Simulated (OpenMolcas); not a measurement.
# 5d5 along the 73-electron sequence

```json
{"Program": "OpenMolcas 26.06", "Method": "CASSCF", "Basis": "ANO-RCC-VQZP", "Scalar Hamiltonian": "DKH2, point nucleus", "Spin-orbit coupling": "RASSI with atomic mean-field integrals over the reference wave functions, term energies averaged over their components"}
```

Active space for each ion: 5 electrons in 10 orbitals (5d 6d).

Computed levels in cm-1 above 6S 5/2:

```
                               Level   Re2+   Os3+   Pt5+   Au6+
                              4G 7/2  22021  24562  28991  30882
                             4G 11/2  22680  25423  30351  32538
                              4G 9/2  23126  26119  31685  34292
                              4P 1/2  25436  28603  34421  37122
                              4D 7/2  27971  31630  38698  42215
                              4D 1/2  30542  35051  43987  48609
                             2I 11/2  31711  35803  43704  47673
                             2I 13/2  34045  38790  48035  52701
                              2H 9/2  40268  45807  56396  61636
weight of 6S in the lowest level (%)     93     91     86     82
```

Mixed levels, with the weight of the term that names them: Re2+ 4P 1/2 (70 %), Re2+ 4D 1/2 (72 %), Re2+ 2H 9/2 (57 %), Os3+ 4P 1/2 (68 %), Os3+ 4D 1/2 (71 %), Os3+ 2H 9/2 (56 %), Pt5+ 4G 7/2 (68 %), Pt5+ 4P 1/2 (65 %), Pt5+ 4D 7/2 (68 %), Pt5+ 4D 1/2 (70 %), Pt5+ 2I 11/2 (73 %), Pt5+ 2H 9/2 (54 %), Au6+ 4G 7/2 (63 %), Au6+ 4G 11/2 (73 %), Au6+ 4P 1/2 (63 %), Au6+ 4D 7/2 (62 %), Au6+ 4D 1/2 (70 %), Au6+ 2I 11/2 (70 %), Au6+ 2H 9/2 (54 %).

Measured, with the error of the calculation in %. Measured levels: Re2+ from the list in Brasseur, Gamrath and Quinet, At. Data Nucl. Data Tables 157, 101636 (2024).

```tsv
Level	Re2+
4G 7/2	16890 (+30.4)
4G 11/2	18020 (+25.9)
4G 9/2	18346 (+26.1)
4D 7/2	20453 (+36.8)
2I 11/2	26170 (+21.2)
2I 13/2	28588 (+19.1)
```

4G 7/2 changes by a factor of 1.4 over the same range, with steps per unit of Z of +2540, +2210, +1890 cm-1.

Without dynamic correlation excited terms often stand tens of per cent too high (terms of higher spin than the ground term too low), and those without a measured partner can miss by more than the paired ones. Active for correlation alone: 6d; no level in the range computed is led by a configuration that fills it, so any true level of that kind is missing. Some levels mix across a computed gap that differs much from the measured one, so their mixing is not that of the real levels (holds for Re2+). Computed and measured levels are paired by configuration, term and J; levels that our copy of the source lacks, or whose pairing is in doubt (as where it misses far off the trend of its configuration), stay unpaired and out of the deviations. Only configurations of the active space appear.
